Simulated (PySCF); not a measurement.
C2H6S2Te. Atoms are numbered in the order given.

```xyz
11

Te     0.2249     0.8418     0.0000
S     -0.6901    -0.3489    -1.9100
C      0.5024    -1.7175    -2.1647
H      0.4520    -2.4432    -1.3416
H      0.1999    -2.2144    -3.0995
H      1.5286    -1.3407    -2.2720
S     -0.6901    -0.3489     1.9100
C      0.5024    -1.7175     2.1647
H      1.5286    -1.3407     2.2720
H      0.1999    -2.2144     3.0995
H      0.4520    -2.4432     1.3416
```
Charge 0, spin multiplicity 1.

Geometry optimised at B3LYP-D3(BJ)/def2-SVP. The def2 effective core potentials stand for the cores of Te; spin–orbit coupling is left out. Other conformers were not sampled.

Method: TDDFT-PBE/def2-SVPD (PySCF).

Vertical excitations.  State labels are in the subgroup Cs.

### Question
List the lowest excited states. (The exact figures need the calculation; the answer reports its results.)

### Answer

```tsv
state	symmetry	energy (eV)	λ (nm)	f	main pairs
S1	A'	3.21	386	0.002	HOMO→LUMO 98 %
S2	A"	3.39	366	0.000	HOMO→LUMO+1 86 %, HOMO−1→LUMO 14 %
S3	A"	3.53	351	0.024	HOMO−1→LUMO 74 %, HOMO−2→LUMO+1 13 %, HOMO→LUMO+1 12 %
S4	A'	3.53	351	0.002	HOMO−1→LUMO+1 82 %, HOMO−2→LUMO 16 %
S5	A'	3.66	339	0.005	HOMO−2→LUMO 83 %, HOMO−1→LUMO+1 17 %
S6	A"	4.18	297	0.073	HOMO−2→LUMO+1 80 %
S7	A'	5.23	237	0.023	HOMO→LUMO+2 92 %
S8	A"	5.27	235	0.036	HOMO→LUMO+3 89 %
S9	A"	5.41	229	0.001	HOMO−1→LUMO+2 82 %
S10	A'	5.45	227	0.032	HOMO→LUMO+4 55 %, HOMO−3→LUMO 26 %, HOMO−4→LUMO+1 9 %
T1	A'	2.61	475	0	HOMO→LUMO 100 %
T2	A"	2.87	432	0	HOMO−1→LUMO 75 %, HOMO→LUMO+1 24 %
T3	A"	2.89	430	0	HOMO→LUMO+1 76 %, HOMO−1→LUMO 24 %
T4	A'	3.20	387	0	HOMO−2→LUMO 50 %, HOMO−1→LUMO+1 49 %
```
Triplets are in the Tamm–Dancoff approximation, which puts them higher than full response would, so one can lie above its singlet here.
